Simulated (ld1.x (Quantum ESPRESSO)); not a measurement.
# bromine (Br) TM semilocal: all-electron and pseudo phase curves

bromine, norm-conserving Troullier–Martins (semilocal form), made with ld1.x (Quantum ESPRESSO) 7.5 (LDA (PZ), scalar-relativistic). Core [Ne], reference 3s2 3p6 3d10 4s2 4p5. Waves: 3s (bound): rc 0.65 bohr; 3d (bound): rc 0.55 bohr; 3p (bound): rc 0.85 bohr. Local part: the p channel. Core correction: none.

Occupied shells without a wave of their own: 4p, 4s. They enter only through the test configuration that unscreens the potential.

The phase is arctan(r·u′/u) with u = r·R(r), unwrapped; energies in Ry, scanned from -19 to 5 Ry. A pole is an energy at which the radial function vanishes at the test radius. The pseudo phase is shifted by a multiple of π to meet the all-electron one at the reference energy, and phase errors are pseudo minus all-electron; the curves can meet again beyond the range given. Levels narrower than the energy grid can be missing from the lists of poles.

**Question.** For each channel, where are the poles, and over which energies does the pseudopotential scatter like the atom?

**Answer.**

| channel | radius (bohr) | reference energy (Ry) | poles, all-electron | poles, pseudo | unbroken range about the reference energy with phases within 0.05 rad | phase error 1 Ry above the reference energy (rad) |
| --- | --- | --- | --- | --- | --- | --- |
| s | 0.95 | -17.43 | -15.14 | -15.15 | below 2.2 | -0.000 |
| p | 0.95 | -12.73 | -10.17 | -10.18 | the whole range | -0.000 |
| d | 0.95 | -4.92 | -2.30 | -2.29 | the whole range | +0.000 |

A Bessel basis up to 400 Ry misses an occupied level by 0.14 Ry, so cutoffs and ghosts were not judged. The potential misses its own reference levels by up to 0.6 eV.

Phases in the s channel:

```csv
E (Ry),all-electron,pseudo
-19.00,-0.208,-0.213
-18.04,-1.018,-1.018
-17.08,-1.343,-1.344
-16.12,-1.489,-1.489
-15.16,-1.570,-1.570
-14.20,-1.623,-1.623
-13.24,-1.661,-1.662
-12.28,-1.691,-1.692
-11.32,-1.716,-1.718
-10.36,-1.738,-1.740
-9.40,-1.758,-1.761
-8.44,-1.778,-1.781
-7.48,-1.797,-1.801
-6.52,-1.816,-1.821
-5.56,-1.836,-1.843
-4.60,-1.857,-1.865
-3.64,-1.879,-1.890
-2.68,-1.904,-1.917
-1.72,-1.932,-1.948
-0.76,-1.963,-1.984
0.20,-2.000,-2.027
1.16,-2.043,-2.079
2.12,-2.094,-2.142
3.08,-2.158,-2.223
4.04,-2.237,-2.328
5.00,-2.337,-2.467
```
